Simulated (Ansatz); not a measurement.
Correlation energies of C₄H₄O₂Ti, SMILES `C#[C][Ti]([OH])([OH])[C]#C` by basis set

```xyz
11

C     1.820   -2.062   -0.797
C     1.038   -1.135   -0.716
Ti   -0.273    0.411   -0.540
O     0.460    1.908   -1.147
O    -1.763    0.057   -1.434
C    -0.668    0.578    1.448
C    -0.889    0.658    2.641
H     2.506   -2.876   -0.865
H     1.254    2.389   -0.904
H    -2.403   -0.655   -1.373
H    -1.081    0.727    3.688
```

Total charge 0; spin multiplicity 1. Correlated methods include outer-core shells of Ti, which these sets cover unevenly. Scalar relativity is left out up to krypton. Geometry: relaxed with PBE0-D4/def2-TZVP. It is one conformer, not always the lowest. Frozen core, restricted reference, the Gaussian-basis code of Ansatz.

| basis | HF (Eh) | MP2 corr. |
| --- | --- | --- |
| def2-SVP | -1151.54589 | -1.18673 |
| def2-TZVPP | -1152.04164 | -1.50836 |
| def2-QZVPP | -1152.06927 | -1.61959 |

Estimate the CCSD correlation energy and the (T) correction in each basis where they were run (hartree).


```tsv
basis	CCSD corr.	(T)
def2-SVP	-1.20593	-0.05873
```
